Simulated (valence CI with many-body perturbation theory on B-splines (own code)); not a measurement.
**Basis-set convergence for Zn¹⁷⁺**

Calculated by configuration interaction combined with many-body perturbation theory (CI+MBPT): three valence electrons over a frozen Dirac-Fock core [Ne], a basis of 9 s, 9 p, 8 d, 6 f, 3 g, 1 h functions for each j, with the one-electron correlation potential Σ1, the two-electron term Σ2, the three-electron term Σ3, Breit, model QED; selected CI, second order for the rest, scaled by the run's own slope (own B-spline code, finite nucleus).

No measured spectrum was set against this ion. As an estimate, levels of excited configurations hold to 0.05 to 0.15 % of their energy, terms of the ground configuration to about 0.5 %.

The reference run has the lowest level 3s²3p ²P°_1/2 and an ionisation energy of 617.634 eV. Its largest variational space holds 8652 state functions.

Names give the largest LS component (configuration and term), which can be under half, so a name can repeat, a term be missing and a line seem to break the LS rules; names also repeat where a configuration has a term twice.

Changed runs:
A. basis 6 s, 6 p, 5 d, 3 f, 1 g
B. basis 5 s, 5 p, 4 d, 2 f

Excitation energies of the reference run in cm⁻¹, and shifts in cm⁻¹:

```tsv
Level	Reference	A	B
3s²3p ²P°_3/2	39500	-3.5	-6.9
3s3p² ⁴P_1/2	295211	-101	-317
3s3p² ⁴P_3/2	313057	-110	-342
3s3p² ⁴P_5/2	331473	-102	-314
3s3p² ²D_3/2	398428	+34	+104
3s3p² ²D_5/2	405795	+25	+77
3s3p² ²S_1/2	472969	+160	+495
3s3p² ²P_1/2	513755	+151	+475
3s3p² ²P_3/2	524776	+117	+388
3s²3d ²D_3/2	609332	+295	+947
3s²3d ²D_5/2	614333	+294	+939
3p³ ²D°_3/2	752741	-31	-148
Ionisation energy (eV)	617.634	-0.014	-0.043
```
